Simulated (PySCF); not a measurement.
## N⁺: excitation energy

N⁺ [He] 2s2 2p2 (3P) → N⁺ [He] 2s2 2p1 3d1 (high-spin determinant), as a difference of total energies. All numbers are calculated (PySCF 2.14, no relativity, point nucleus, in dyall-av3z (15s9p3d2f, 71 functions)). Correlated levels: valence: 1s2 frozen; virtual orbitals above 40 to 60 times the deepest correlated orbital energy dropped. The calculations carry no spin-orbit coupling.

```json
{"method": "UHF", "excitation energy (cm⁻¹)": "199320"}
{"method": "LDA", "excitation energy (cm⁻¹)": "196410"}
{"method": "PBE", "excitation energy (cm⁻¹)": "193510"}
{"method": "PBE0", "excitation energy (cm⁻¹)": "195860"}
{"method": "r2SCAN", "excitation energy (cm⁻¹)": "198610"}
{"method": "TPSSh", "excitation energy (cm⁻¹)": "195140"}
{"method": "BP86", "excitation energy (cm⁻¹)": "193060"}
{"method": "MP2 (valence)", "excitation energy (cm⁻¹)": "199140"}
{"method": "SCS-MP2 (valence)", "excitation energy (cm⁻¹)": "198240"}
```

Q: Estimate what M06-L gives.

A: 196340 cm⁻¹, closest to LDA among the rows shown.

Q: Estimate what wB97M-V gives.

A: 197020 cm⁻¹, closest to LDA among the rows shown.

The promoted electron is Rydberg-like, and one or two diffuse shells describe it only roughly, which tends to raise the upper state.

The determinant of the upper state mixes LS terms, which raises its energy above the lowest term, most at the Hartree-Fock and MP2 levels.
